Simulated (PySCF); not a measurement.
**Electron correlation in Ne⁺ (neon, charge +1)**

[He] 2s1 2p6, 2S determinant (an excited configuration). All numbers are calculated (PySCF 2.14, scalar relativity by spin-free X2C-1e, in x2c-QZVPPall with one added diffuse shell each of s, p, d, f type (8s5p4d3f1g, 73 functions)). Frozen: 1s2; 7 electrons correlated.

| level | correlation energy (mhartree) |
| --- | --- |
| CCSD | -321.00 |
| (T) | -10.15 |
| CCSD(T) | -331.15 |

Diagnostics: T1 = 0.0069, D1 = 0.0205, largest double amplitude 0.056.

Cost of the coupled-cluster step: roughly 11 core-seconds, for 7 correlated electrons.

Iterations:

```
CC2 = 0
CCSD nocc = (np.int64(4), np.int64(3)), nmo = (72, 72)
frozen orbitals [[0], [0]]
max_cycle = 100
direct = 0
conv_tol = 1e-08
conv_tol_normt = 1e-06
diis_space = 8
diis_start_cycle = 0
Init t2, MP2 energy = -0.294161352220196
Init E_corr(UCCSD) = -0.294161352220297
cycle = 1  E_corr(UCCSD) = -0.307245020022731  dE = -0.0130836678  norm(t1,t2) = 0.0510201
cycle = 2  E_corr(UCCSD) = -0.314288095498515  dE = -0.00704307548  norm(t1,t2) = 0.0278636
cycle = 3  E_corr(UCCSD) = -0.320831604166752  dE = -0.00654350867  norm(t1,t2) = 0.0169293
cycle = 4  E_corr(UCCSD) = -0.321033006212291  dE = -0.000201402046  norm(t1,t2) = 0.00487795
cycle = 5  E_corr(UCCSD) = -0.32089640294739  dE = 0.000136603265  norm(t1,t2) = 0.00254604
cycle = 6  E_corr(UCCSD) = -0.32100683015464  dE = -0.000110427207  norm(t1,t2) = 0.00102714
cycle = 7  E_corr(UCCSD) = -0.320995802667441  dE = 1.10274872e-05  norm(t1,t2) = 0.000242408
cycle = 8  E_corr(UCCSD) = -0.320993190061019  dE = 2.61260642e-06  norm(t1,t2) = 7.02622e-05
cycle = 9  E_corr(UCCSD) = -0.320995970547707  dE = -2.78048669e-06  norm(t1,t2) = 1.97154e-05
cycle = 10  E_corr(UCCSD) = -0.320995512760502  dE = 4.57787205e-07  norm(t1,t2) = 4.25147e-06
cycle = 11  E_corr(UCCSD) = -0.320995468028113  dE = 4.47323896e-08  norm(t1,t2) = 8.70074e-07
cycle = 12  E_corr(UCCSD) = -0.32099544539562  dE = 2.26324922e-08  norm(t1,t2) = 1.12005e-06
cycle = 13  E_corr(UCCSD) = -0.320995463579156  dE = -1.81835358e-08  norm(t1,t2) = 2.78122e-07
cycle = 14  E_corr(UCCSD) = -0.320995466682933  dE = -3.10377685e-09  norm(t1,t2) = 3.528e-08
UCCSD converged
E(UCCSD) = -127.1924269554338  E_corr = -0.320995466682933
UCCSD(T) correction = -0.0101518781744356
```
